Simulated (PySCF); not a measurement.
**Correlation energy of Hf⁴⁴⁺ (hafnium, charge +44)**

Starting occupation: [Ar] 3d10. Calculation: PySCF 2.14, in an uncontracted even-tempered set (18 s from 3.5 bohr⁻², ratio 2.6; 15 p from 4.6 bohr⁻², ratio 2.6; 10 d from 4.6 bohr⁻², ratio 2.6; 5 f from 4.7 bohr⁻², ratio 2.8); X2C-1e with screened-nucleus spin-orbit coupling, Gaussian nucleus. Frozen: [Ar]; 10 electrons correlated; the 98 highest virtual spinors left out.

MP2 pair energies summed by pair of shells (mhartree):

```json
{"pair": "3d3/2-3d5/2", "energy": "-188.70", "share (%)": "49.7"}
{"pair": "3d5/2-3d5/2", "energy": "-133.48", "share (%)": "35.1"}
{"pair": "3d3/2-3d3/2", "energy": "-57.67", "share (%)": "15.2"}
```

Total MP2 correlation energy: -379.85 mhartree.

The virtual space was cut to 70 spinors, which keep -375.46 of the -379.85 mhartree of MP2 correlation.

```csv
level,correlation energy (mhartree)
CCSD,-371.81
(T),-0.16
CCSD(T),-371.97
```

Diagnostics: T1 = 5.3e-05, largest double amplitude 0.004.

Cost of the coupled-cluster step: 73 s of wall time on 1 thread of Intel(R) Xeon(R) Platinum 8375C CPU @ 2.90GHz (shared host), for 10 occupied and 70 virtual spinors.

At this charge the one-electron X2C treatment keeps the bare 1/r₁₂, with no two-electron picture change or Breit term. The effect here is smaller than on the frozen 1s shell.
